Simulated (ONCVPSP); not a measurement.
Zr (Z = 40): one change to an ONCV potential, before and after

zirconium (Zr), optimised norm-conserving Vanderbilt (ONCV), made with ONCVPSP 4.0.1 (PBE, scalar-relativistic). Core [Kr], reference 4d2.5 5s1.5. Waves: 5s: rc 2.75 bohr, ncon 4, nbas 8, qcut 2 1/bohr, local; p scattering state at 0.08 Ha: rc 2.75 bohr, ncon 4, nbas 8, qcut 3.2 1/bohr, 1 projector; 4d: rc 2.75 bohr, ncon 3, nbas 8, qcut 6.2 1/bohr, 2 projectors, debl 1.8 Ha. Local part: the s channel. Core correction: none.

Change: d: debl 0.2.

Cutoffs: the cutoffs (Ha) at which the residual kinetic energy of the hardest occupied pseudo-wave falls to 1 and 0.1 mHa per electron; they do not see the model core or the augmentation charge, which bear on the density cutoff. Errors are all-electron minus pseudo energies relative to the spin-unpolarised reference configuration.

Question: What does the change do?

Answer: The potential gets neither clearly harder nor softer (11 Ha and 13 Ha → 11 Ha and 13 Ha); the errors of the 4 common tests hardly move; the range in which the d phases agree narrows (upper end 3.7 → 1.0); neither file shows a bound ghost.

| quantity | base | changed |
| --- | --- | --- |
| cutoff, loose | 11 Ha | 11 Ha |
| cutoff, tight | 13 Ha | 13 Ha |
| bound ghosts | none | none |
| GHOST(+) flags under 300 eV | p at 198.1 eV | p at 198.1 eV |
| error for 4d2 5s2, meV [ΔE -0.51 eV] | +4.2 | +4.1 |
| error for 4d2 5s1, meV [ΔE 6.62 eV] | +5.8 | +6.3 |
| error for 4d2 5s0, meV [ΔE 19.56 eV] | +142 | +145 |
| error for 4d3 5s0, meV [ΔE 7.01 eV] | +44 | +43 |
| s: phases at 2.79 bohr within 0.05 rad from the reference energy up to (Ha; the scan ends near 5) | 0.9 | 0.9 |
| p: phases at 2.79 bohr within 0.05 rad from the reference energy up to (Ha; the scan ends near 5) | 0.4 | 0.4 |
| d: phases at 2.79 bohr within 0.05 rad from the reference energy up to (Ha; the scan ends near 5) | 3.7 | 1.0 |
